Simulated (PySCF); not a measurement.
# Radial density of Cd²⁺ (cadmium, charge +2)

UHF, [Kr] 4d9 5p1, one real determinant (an excited configuration). Calculation: PySCF 2.14, in x2c-QZVPPall with one added diffuse shell each of s, p, d, f, g type (14s9p8d5f3g, 143 functions); scalar relativity by spin-free X2C-1e.

```json
{"r (bohr)": "0.0224", "4πr²ρ (e/bohr)": "61.80", "4πr²(ρα − ρβ)": "0.0018"}
{"r (bohr)": "0.0377", "4πr²ρ (e/bohr)": "53.18", "4πr²(ρα − ρβ)": "0.0079"}
{"r (bohr)": "0.0634", "4πr²ρ (e/bohr)": "64.29", "4πr²(ρα − ρβ)": "0.0243"}
{"r (bohr)": "0.107", "4πr²ρ (e/bohr)": "76.23", "4πr²(ρα − ρβ)": "0.0823"}
{"r (bohr)": "0.179", "4πr²ρ (e/bohr)": "52.64", "4πr²(ρα − ρβ)": "0.2437"}
{"r (bohr)": "0.302", "4πr²ρ (e/bohr)": "62.54", "4πr²(ρα − ρβ)": "0.1646"}
{"r (bohr)": "0.507", "4πr²ρ (e/bohr)": "22.58", "4πr²(ρα − ρβ)": "0.1065"}
{"r (bohr)": "0.854", "4πr²ρ (e/bohr)": "20.34", "4πr²(ρα − ρβ)": "0.9841"}
{"r (bohr)": "1.44", "4πr²ρ (e/bohr)": "7.875", "4πr²(ρα − ρβ)": "0.6388"}
{"r (bohr)": "2.41", "4πr²ρ (e/bohr)": "1.048", "4πr²(ρα − ρβ)": "0.4985"}
{"r (bohr)": "4.06", "4πr²ρ (e/bohr)": "0.1802", "4πr²(ρα − ρβ)": "0.1749"}
{"r (bohr)": "6.83", "4πr²ρ (e/bohr)": "0.002970", "4πr²(ρα − ρβ)": "0.0030"}
```

Densities and radii are taken from the X2C orbitals without a picture-change correction, which distorts them close to the nucleus.

⟨L²⟩ = 8.03 against 12 for a pure F term, so this real determinant mixes terms.
